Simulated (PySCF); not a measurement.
Job file and geometry (Å, from GFN2-xTB) of an NMR shielding run on SMILES B1C=C[C@H]2C[O+]([BH3-])[C@@H](C1)C2, C7H14B2O, GIAO PBE0/pcSseg-1 NMR shielding, non-relativistic, gas phase in PySCF; density fitting, a coarse starting grid and PySCF grid level 2 are the driver's defaults:

```
$ OMP_NUM_THREADS=1 python probes_run.py task.json out

{"job": {"kind": "nmr", "xc": "PBE0", "basis": "pcSseg-1"}, "charge": 0, "multiplicity": 1}
B     -2.557734     0.375122     0.715020
O     -1.002034     0.013877     0.412124
C     -0.709403    -1.366961     0.504526
C      0.620672    -1.513235    -0.244780
C      1.740157    -1.078157     0.652639
C      2.189754     0.167352     0.846714
B      1.728017     1.514431     0.239396
C      0.361157     1.767274    -0.505728
C     -0.480454     0.534901    -0.826811
C      0.362054    -0.590773    -1.435555
H     -2.600010     1.562107     0.696387
H     -2.760431    -0.090086     1.789045
H     -3.201848    -0.137455    -0.153059
H     -1.499158    -1.960993     0.027659
H     -0.655285    -1.628035     1.563053
H      0.782806    -2.547289    -0.557039
H      2.181534    -1.897743     1.210990
H      3.009607     0.239147     1.556189
H      2.439581     2.439464     0.368312
H      0.525947     2.327994    -1.429564
H     -0.248329     2.426031     0.121051
H     -1.327754     0.799249    -1.469222
H     -0.195194    -1.127130    -2.204865
H      1.284613    -0.209328    -1.868926
```

Problem. What does the program print?

Solution. 
```
coarse grid: 19544 points
cycle   1  E = -399.3589442745  dE =  1.389e+00  |g| = 5.315e-01  |ddm| = 4.290e+00
cycle   2  E = -399.3423871133  dE =  1.656e-02  |g| = 6.204e-01  |ddm| = 1.094e+00
cycle   3  E = -399.4317821087  dE = -8.939e-02  |g| = 1.359e-01  |ddm| = 6.331e-01
cycle   4  E = -399.4357024069  dE = -3.920e-03  |g| = 4.429e-02  |ddm| = 1.312e-01
cycle   5  E = -399.4361612754  dE = -4.589e-04  |g| = 1.255e-02  |ddm| = 4.713e-02
cycle   6  E = -399.4361953005  dE = -3.403e-05  |g| = 4.818e-03  |ddm| = 1.340e-02
cycle   7  E = -399.4361997431  dE = -4.443e-06  |g| = 1.080e-03  |ddm| = 3.952e-03
final grid: 187288 points
cycle   8  E = -399.5064532407  dE = -7.073e-05  |g| = 1.501e-02  |ddm| = 4.461e-02
cycle   9  E = -399.5064146366  dE =  3.860e-05  |g| = 2.126e-02  |ddm| = 2.404e-02
cycle  10  E = -399.5064975078  dE = -8.287e-05  |g| = 1.933e-03  |ddm| = 1.420e-02
cycle  11  E = -399.5064983737  dE = -8.659e-07  |g| = 3.721e-04  |ddm| = 2.136e-03
cycle  12  E = -399.5064984011  dE = -2.739e-08  |g| = 1.305e-04  |ddm| = 4.773e-04
cycle  13  E = -399.5064984046  dE = -3.471e-09  |g| = 5.640e-05  |ddm| = 1.501e-04
cycle  14  E = -399.5064984053  dE = -7.775e-10  |g| = 1.543e-05  |ddm| = 5.997e-05
converged SCF energy = -399.5064984053

GIAO shielding tensors (ppm)
atom      isotropic    diamagn.    paramagn.     s11        s22        s33       span
  0 B      104.839     188.033     -83.195     77.916     82.769    153.830     75.914
  1 O      272.969     402.498    -129.529    177.307    290.617    350.984    173.677
  2 C      102.686     246.447    -143.760     56.454     96.091    155.513     99.060
  3 C      139.469     254.067    -114.598    127.302    139.450    151.656     24.355
  4 C       14.815     254.573    -239.758   -107.591      2.230    149.807    257.398
  5 C       46.599     254.389    -207.790    -72.123     40.033    171.887    244.011
  6 B       26.519     189.635    -163.116    -37.357     -5.999    122.912    160.269
  7 C      146.598     250.211    -103.613    117.983    154.174    167.637     49.654
  8 C       98.816     246.156    -147.340     56.655     81.854    157.938    101.283
  9 C      143.533     251.090    -107.557    121.869    151.120    157.610     35.742
 10 H       28.630      30.821      -2.191     25.135     25.679     35.074      9.939
 11 H       28.828      30.400      -1.572     25.604     25.832     35.048      9.444
 12 H       28.857      30.913      -2.057     25.078     26.316     35.177     10.099
 13 H       27.687      31.414      -3.726     22.837     27.217     33.008     10.171
 14 H       27.580      31.017      -3.437     22.984     26.826     32.931      9.947
 15 H       28.766      32.418      -3.652     23.904     26.796     35.599     11.696
 16 H       24.021      30.359      -6.338     21.479     22.782     27.800      6.321
 17 H       24.546      28.378      -3.832     22.388     23.456     27.795      5.406
 18 H       24.641      28.861      -4.220     20.668     25.904     27.351      6.683
 19 H       29.794      29.808      -0.015     25.155     27.937     36.289     11.133
 20 H       29.294      30.247      -0.953     23.617     29.376     34.889     11.273
 21 H       27.061      31.988      -4.927     24.611     25.875     30.697      6.086
 22 H       29.054      32.003      -2.948     24.669     27.054     35.439     10.771
 23 H       30.119      32.167      -2.049     26.514     28.249     35.593      9.078
```

Size and cost of the density-fitted run: 240 basis functions, 55 s wall time on 1 thread of an Arm Neoverse V1, shared host; peak memory 1.1 GiB.
